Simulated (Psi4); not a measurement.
Computed with SAPT0/jun-cc-pVDZ, frozen core run with Psi4 1.11.

Psi4 input:

```
molecule {
0 1
Si -1.17166714 -0.02460451 0.02395453
Si 1.17166541 0.02459752 -0.02398021
H -1.71873362 1.34221861 -0.15634284
H -1.69044032 -0.88999377 -1.06322986
H -1.64854370 -0.55841741 1.32304499
H 1.69098798 0.87281531 1.07639623
H 1.64836792 0.57841271 -1.31473413
H 1.71836347 -1.34502845 0.13489129
--
1 1
N -4.57055972 -0.09586936 0.09324930
H -4.88919174 -1.05959068 0.23621257
H -3.54595104 -0.07431037 0.07233769
H -4.93796823 0.25708413 -0.79622137
H -4.90912270 0.49333772 0.86066935
units angstrom
symmetry c1
no_reorient
no_com
}
set basis jun-cc-pvdz
set scf_type df
set freeze_core true
energy('sapt0')
```

Part of the output:

```
    SAPT Results
  --------------------------------------------------------------------------------------------------------
    Electrostatics                  3.30490798 [mEh]       2.07386107 [kcal/mol]       8.67703470 [kJ/mol]
      Elst10,r                      3.30490798 [mEh]       2.07386107 [kcal/mol]       8.67703470 [kJ/mol]

    Exchange                        8.87029728 [mEh]       5.56619558 [kcal/mol]      23.28896229 [kJ/mol]
      Exch10                        8.87029728 [mEh]       5.56619558 [kcal/mol]      23.28896229 [kJ/mol]
      Exch10(S^2)                   8.81493126 [mEh]       5.53145288 [kcal/mol]      23.14359884 [kJ/mol]

    Induction                     -12.08721009 [mEh]      -7.58483884 [kcal/mol]     -31.73496572 [kJ/mol]
      Ind20,r                     -14.44354416 [mEh]      -9.06346079 [kcal/mol]     -37.92151996 [kJ/mol]
      Exch-Ind20,r                  4.07884995 [mEh]       2.55951699 [kcal/mol]      10.70901908 [kJ/mol]
      delta HF,r (2)               -1.72251589 [mEh]      -1.08089504 [kcal/mol]      -4.52246483 [kJ/mol]

    Dispersion                     -2.81499330 [mEh]      -1.76643496 [kcal/mol]      -7.39076388 [kJ/mol]
      Disp20                       -3.09693420 [mEh]      -1.94335555 [kcal/mol]      -8.13099963 [kJ/mol]
      Exch-Disp20                   0.28194091 [mEh]       0.17692059 [kcal/mol]       0.74023575 [kJ/mol]
      Disp20 (SS)                  -1.54846710 [mEh]      -0.97167778 [kcal/mol]      -4.06549982 [kJ/mol]
      Disp20 (OS)                  -1.54846710 [mEh]      -0.97167778 [kcal/mol]      -4.06549982 [kJ/mol]
      Exch-Disp20 (SS)              0.15682692 [mEh]       0.09841038 [kcal/mol]       0.41174902 [kJ/mol]
      Exch-Disp20 (OS)              0.12511399 [mEh]       0.07851021 [kcal/mol]       0.32848672 [kJ/mol]

  Total HF                          0.08799516 [mEh]       0.05521780 [kcal/mol]       0.23103127 [kJ/mol]
  Total SAPT0                      -2.72699813 [mEh]      -1.71121716 [kcal/mol]      -7.15973261 [kJ/mol]
```
